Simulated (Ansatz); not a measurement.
A nudged elastic band was laid between two geometries of BrH + CH5B (9 atoms, charge 0, multiplicity 1).

The calculation used RHF/def2-SVP in Ansatz.

| Property | Result |
| --- | --- |
| movable images | 5 |
| climbing image | yes |
| spring | 5.0 eV/Å² |
| optimiser | quadratic models (default) |
| start path | through a guess of the saddle point |
| force threshold | 0.05 eV/Å |
| iteration limit | 60 |
| end points | relaxed |

Image 0:

```xyz
9
Properties=species:S:1:pos:R:3
B 0.049 0.336 0.243
C 0.079 0.543 1.804
H -0.858 0.290 2.304
H 0.911 0.041 2.300
H 0.231 1.623 1.951
H 1.066 0.163 -0.375
H -0.979 0.426 -0.373
Br -0.442 -3.388 0.511
H -0.514 -3.394 1.918
```

Image 6:

```xyz
9
Properties=species:S:1:pos:R:3
B -0.187 -0.758 -1.078
C 0.078 0.091 2.912
H -0.964 0.394 3.016
H 0.585 0.196 3.871
H 0.570 0.724 2.173
H 0.920 -0.337 -1.200
H -1.153 -0.064 -1.010
Br -0.429 -2.656 -0.995
H 0.123 -0.950 2.593
```

Task: Which bonds break or form, and what moves?

Result: Bonds broken: B1–C2, Br8–H9. Bonds formed: B1–Br8, C2–H9. BrH + CH5B becomes BBrH2 + CH4.

Task: Give the energies along the band, and the barrier.

Result: The forces met the threshold. The highest image is number 3 of 0 to 6, 1.52 eV above the first end and 2.40 eV above the last; the last end lies 0.88 eV below the first. Neighbouring images differ by up to 2.0 eV, so the band resolves the path poorly. A vibrational analysis at the climbing image gives one clearly imaginary mode, 1407i cm⁻¹: a first-order saddle point. The orbitals stay closed-shell, which can raise the energy where a bond breaks towards radicals; this wasn't checked here.

| image | path coordinate (Å) | energy (eV) | B1–C2 (Å) | Br8–H9 (Å) | B1–Br8 (Å) |
| --- | --- | --- | --- | --- | --- |
| 0 | 0.00 | 0.00 | 1.57 | 1.41 | 3.77 |
| 1 | 0.94 | 0.03 | 1.58 | 1.41 | 3.53 |
| 2 | 1.87 | 0.27 | 1.58 | 1.41 | 3.05 |
| 3 | 2.81 | 1.52 | 1.72 | 1.69 | 2.37 |
| 4 | 4.02 | -0.46 | 2.64 | 2.54 | 1.95 |
| 5 | 5.23 | -0.85 | 3.44 | 3.34 | 1.92 |
| 6 | 6.45 | -0.88 | 4.09 | 4.01 | 1.92 |

Task: What is the geometry of the highest image?

Result: 
```xyz
9
Properties=species:S:1:pos:R:3
B -0.005 -0.228 0.275
C -0.031 0.018 1.978
H -0.982 -0.091 2.495
H 0.786 -0.369 2.585
H 0.150 1.086 1.826
H 1.087 -0.106 -0.181
H -1.003 0.158 -0.243
Br -0.300 -2.584 0.263
H -0.159 -1.243 1.284
```

Time of the run: 2 min on 1 thread of Arm Neoverse V2 (shared host), peak memory 0.19 GiB.
